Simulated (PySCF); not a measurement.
Arsenic: a sound run and one with changed settings

Sound run: As [Ar] 3d10 4s2 4p3, As⁺ [Ar] 3d10 4s2 4p2. Calculation: PySCF 2.14, in 6-31G*; the non-relativistic Hamiltonian (point nucleus). In the sound run the correlated levels freeze [Ar] 3d10. The sound run starts from symmetry-adapted Hartree-Fock orbitals and uses a fine grid where one is needed.

Changed run: initial guess sap, at most 50 SCF cycles.

```tsv
species	method	sound run (hartree)	changed run (hartree)	converged
As	UHF	-2233.90227	-2233.90227	yes
As	BP86	-2235.78937	-2235.78937	yes
As	CCSD(T)	-2233.97109	-2233.97109	yes
As⁺	TPSS	-2235.10611	-2235.10611	yes
As⁺	MP2	-2233.59668	-2233.59668	yes
```

Here the plain start reaches the same solutions.
